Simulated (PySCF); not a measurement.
(E)-1-chloro-3,3-difluoroprop-1-ene (C3H3ClF2), SMILES C(/C(F)F)=C\Cl.

Coordinates come from a PBE-D3(BJ)/def2-SVP optimisation. The values are those of a single conformer.

Two levels are set side by side: TDA-PBE/def2-SVPD (PySCF) and TDA-B3LYP/def2-SVPD (PySCF). Vertical, same geometry. The lowest singlet is HOMO−1→LUMO 99 % with PBE and HOMO−1→LUMO 96 % with the other functional; states are paired by order. Differences are taken from unrounded values.

```csv
quantity,TDA-B3LYP
lowest singlet excitation (eV),6.51
lowest triplet excitation (TDA) (eV),4.00
first bright state (f over 0.05) (eV),6.62
its oscillator strength,0.10
```

Problem. What does TDA-PBE give, and how far is it from TDA-B3LYP? (Estimate from the structure and the level; the computed values follow.)

Solution. 
| quantity | TDA-PBE | TDA-PBE minus TDA-B3LYP |
|---|---|---|
| lowest singlet excitation (eV) | 5.89 | -0.62 |
| lowest triplet excitation (TDA) (eV) | 4.00 | 0.00 |
| first bright state (f over 0.05) (eV) | 6.32 | -0.31 |
| its oscillator strength | 0.22 | 0.13 |

Functionals without exact exchange tend to place singlet excitations lower, as here. Differences between two approximate levels are no errors against the true value.

Rough cost on one machine, each run with all the roots and properties that it gave: TDA-B3LYP against TDA-PBE about 2 times.
